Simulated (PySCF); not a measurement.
Method: B3LYP-D3(BJ)/def2-TZVP // r2SCAN-D4/def2-SVP (PySCF 2.14.0). All species are isolated molecules in the gas phase. B3LYP has the VWN-RPA correlation part, as in Gaussian. 

Reference species: [Ag(CO)(H)] (neutral, multiplicity 1).

```
Quantity               Result
-------------------  --------
dipole moment          3.65 D
coordination number         2
HOMO–LUMO gap         4.08 eV
LUMO                 -2.64 eV
```

Changed species: [Ag(CNH)(H)] (L = CNH, X = H; the reference has L = CO, X = H).

### Question
What does the change do to the dipole moment, coordination number, HOMO–LUMO gap and LUMO?

### Answer
the dipole moment goes up by 3.85 D, to 7.50 D; the coordination number is nearly the same; the HOMO–LUMO gap rises by 0.37 eV, to 4.45 eV; the LUMO rises by 1.04 eV, to -1.60 eV.
